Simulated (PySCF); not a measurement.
C₃H₉GeN, SMILES C=[CH][GeH2][NH]C.

Coordinates come from a PBE-D3(BJ)/def2-SVP optimisation. The structure was generated by enumeration, and PubChem lists no compound with its InChIKey, so it may never have been made. One conformer was computed; it need not be the lowest.

All values below come from PySCF with PBE-D3(BJ)/def2-SVP.

Frequencies are harmonic and unscaled.

```
mode  ν (cm⁻¹)  IR (km/mol)  moving atoms (share of kinetic energy)
----  --------  -----------  --------------------------------------
1           47          0.1                 C 54 %, H 31 %, Ge 13 %
2           58          1.4                  H 41 %, C 29 %, N 25 %
3          123          0.8                 C 41 %, H 37 %, Ge 16 %
4          171          0.8                           H 87 %, N 9 %
5          251          1.1                  C 51 %, H 38 %, Ge 9 %
6          256          5.4                  C 35 %, H 34 %, N 25 %
7          457          8.4                          H 66 %, C 27 %
8          500         84.6                          H 62 %, N 25 %
9          530         64.2                 H 56 %, C 29 %, Ge 11 %
10         593         32.6                 H 42 %, C 39 %, Ge 15 %
11         640         19.7          H 59 %, N 22 %, C 11 %, Ge 9 %
12         668         53.4                          H 73 %, N 16 %
13         758        141.3                                  H 90 %
14         859         57.7                                  H 98 %
15         941         28.5                          H 72 %, C 28 %
16         973          7.0                          H 84 %, C 16 %
17         998         11.4                                  H 93 %
18        1052          4.9                          H 82 %, C 14 %
19        1099          0.1                          H 75 %, C 20 %
20        1108         96.7                  N 49 %, C 38 %, H 13 %
21        1225          1.5                          H 74 %, C 26 %
22        1330         10.6                  H 75 %, N 14 %, C 10 %
23        1368          9.1                          H 85 %, C 15 %
24        1392          9.2                          H 89 %, C 11 %
25        1418         21.7                                  H 94 %
26        1439          3.3                                  H 97 %
27        1623          2.3                          C 87 %, H 13 %
28        1994        179.9                                  H 99 %
29        2071         99.8                                  H 99 %
30        2874        123.9                                  H 95 %
31        2977         41.3                                  H 93 %
32        3025         21.9                           H 91 %, C 9 %
33        3046         14.4                                  H 95 %
34        3071          5.9                           H 92 %, C 8 %
35        3139          8.9                          H 89 %, C 11 %
36        3472          4.7                                  H 93 %
```
